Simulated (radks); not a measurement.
Results of a calculation; reference values are marked as such.
Initial-state core-level shifts of the neodymium ion Nd3+ when its valence configuration changes from [Xe] 4f3. Level of theory: scalar-relativistic Kohn-Sham, r2SCAN, spin-polarised, spherical densities, finite nucleus; open shells are filled with parallel spins first (spin-orbit coupling, left out, can overturn this in heavy ions); meta-GGA in the generalised Kohn-Sham scheme; Fermi nuclear charge, rms radius 4.9123 fm (a radial shooting solver on a logarithmic mesh with Libxc functionals). Shifts are changes of the shell-averaged eigenvalues in eV (positive: less bound); the change of the density at the nucleus, which sets a Mossbauer isomer shift, is in e/bohr^3, on a base of 4.722e+05.

valence,4s,4d,5s,5p,density at nucleus
4f1 6s2,-25.820,-24.204,-13.912,-11.924,+170.22
4f2 5d1,-9.048,-8.308,-3.826,-3.122,+27.40
4f2 6s1,-12.339,-11.601,-6.797,-5.820,+78.18
6s2 6p1,-40.974,-38.354,-21.900,-18.849,+225.49
4f1 6s1 6p1,-26.630,-25.007,-14.662,-12.631,+121.55
4f1 5d2,-18.701,-17.108,-7.654,-6.216,+58.19
4f1 5d1 6p1,-23.216,-21.607,-11.731,-9.989,+66.22
4f1 5d1 6s1,-22.203,-20.600,-10.755,-9.054,+113.77
4f2 6p1,-13.374,-12.631,-7.799,-6.771,+35.35
